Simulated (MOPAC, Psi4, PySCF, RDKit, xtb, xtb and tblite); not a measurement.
Two geometries of C3H9BO3, SMILES C(COC)B(O)O, relaxed at GFN2-xTB with one dihedral held; other torsions can differ between them too.

Structure A

```
16

C      1.8230    -0.7235     0.7852
O      1.3444     0.5217     0.3358
C      0.7207     0.4837    -0.9387
C     -0.6835    -0.1346    -0.9294
B     -1.6573     0.4921     0.1891
O     -2.9901     0.3379     0.0278
O     -1.1976     1.1439     1.2822
H      1.0068    -1.4251     0.9864
H      2.3652    -0.5290     1.7090
H      2.5038    -1.1694     0.0510
H      0.6581     1.5324    -1.2424
H      1.3719    -0.0472    -1.6481
H     -0.6044    -1.2124    -0.7698
H     -1.1150    -0.0093    -1.9216
H     -3.5101     0.7230     0.7347
H     -0.2366     1.2063     1.3183
```

Structure B

```
16

C      2.2520    -0.8947     0.7112
O      1.6980     0.3528     0.3791
C      0.8220     0.4449    -0.7419
C      0.5303    -0.8338    -1.5299
B     -0.2973    -1.9699    -0.7507
O     -0.1751    -3.2427    -1.1790
O     -1.1403    -1.7236     0.2868
H      1.4906    -1.6510     0.9257
H      2.8368    -0.7119     1.6120
H      2.9164    -1.2746    -0.0725
H     -0.1209     0.8721    -0.3675
H      1.2701     1.1877    -1.4166
H      1.4568    -1.2468    -1.9268
H     -0.0572    -0.5296    -2.3997
H     -0.7189    -3.8713    -0.7017
H     -1.1886    -0.8188     0.5927
```

Question: Which is lower in energy at the level PBE0-D3(BJ)/def2-SVP // GFN2-xTB in Psi4, and by how much?

Answer: A is lower, by 10.38 kcal/mol (dihedral C1–O2–C3–C4: 75° in A, 0° in B).

E(B) − E(A) in kcal/mol at the other levels, on the same two geometries: GFN2-xTB (xtb and tblite) 6.76; PBE0/def2-SVP // GFN2-xTB (Psi4) 10.56; PBE/def2-SVP // GFN2-xTB (Psi4) 10.54; PBE-D3(BJ)/def2-SVP // GFN2-xTB (Psi4) 10.35; UFF // GFN2-xTB (RDKit) 1.53; PM3, restricted, heats of formation // GFN2-xTB (MOPAC) 2.58; PM6, restricted, heats of formation // GFN2-xTB (MOPAC) 4.93; GFN1-xTB // GFN2-xTB (xtb) 6.03; restricted B3LYP/6-31G*, spherical d, density fitting // GFN2-xTB (PySCF) 10.83; restricted Hartree-Fock/LANL2DZ // GFN2-xTB (PySCF) 10.43; restricted Hartree-Fock/6-31G*, spherical d, density fitting // GFN2-xTB (PySCF) 10.48; restricted B3LYP/6-311+G**, spherical d, density fitting // GFN2-xTB (PySCF) 9.72.
